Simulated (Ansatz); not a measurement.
A series at Ta: from tantalum pentafluoride, ligands are replaced one by one, each step taking up HCl and setting free H–F; n counts the steps. Ansatz, PBE0-D4/def2-TZVP geometries.

```tsv
n	molecule	HOMO energy, ωB97M-V/def2-TZVPP (eV)
0	`[F][Ta]([F])([F])([F])[F]`	?
1	`[F][Ta]([F])([F])([F])[Cl]`	-12.20
2	`[F][Ta]([F])([F])([Cl])[Cl]`	-12.51
3	`[F][Ta]([F])([Cl])([Cl])[Cl]`	-11.66
```

Question: By hand: fit a straight line y = ȳ + b (n − n̄) to the 3 given rows and predict n = 0.

Answer: n̄ = 2.000, ȳ = -12.123; Σ(n − n̄)(y − ȳ) = 0.540, Σ(n − n̄)² = 2.000, so b = 0.270 eV a step. Prediction: -12.123 + (0.270) × (-2.000) = -12.66 eV.

Question: By hand: compare with the computed value, -14.76 eV, and give the steps along the whole series.

Answer: The line misses by -2.10 eV (computed minus predicted). Steps: 2.56, -0.31, 0.85 eV.

The steps change sign along the series, so a line is a poor guide. The highest orbital can change its character along such a series. The miss is 67.7 % of the series' range.
